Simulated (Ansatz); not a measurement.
Molecule: SnF2, net charge 0, triplet state. This is an excited triplet: at this geometry the singlet lies 3.19 eV lower at RI-MP2/CBS(def2-TZVPPD,def2-QZVPPD)+[CCSD(T)-MP2]/def2-TZVPPD. 
Geometry from a B3LYP-D3(BJ)/def2-TZVP (Ansatz, a quantum-chemistry and plane-wave program) optimisation:
```xyz
3

Sn     0.0071     0.0022     0.2755
F      0.8013     1.4219    -0.7980
F     -0.8410    -1.4342    -0.7326
```
Charge 0, spin multiplicity 3.

Parts of the frozen-core correlation energy in STO-3G (Ansatz, hartree). Frozen orbitals: 25; correlated occupied orbitals by spin: 10 and 8; virtual: 2 and 4. Open shells are spin-unrestricted. No spin-orbit coupling. In def2 rows, elements after Kr have scalar-relativistic effective core potentials. STO-3G rows are all-electron and non-relativistic.

| term | value |
|---|---|
| reference (HF) | -6159.28914 |
| MP2 opposite-spin | ___ |
| MP2 same-spin | ___ |
| CCSD correlation | ___ |
| (T) | -0.00540 |
| T1 diagnostic | 0.024 |
| largest doubles amplitude | 0.078 |
| <S^2> of the reference | 2.014 |

Problem. Fill in the missing entries.

Solution. 
- MP2 opposite-spin, value: -0.04271
- MP2 same-spin, value: -0.00838
- CCSD correlation, value: -0.07077
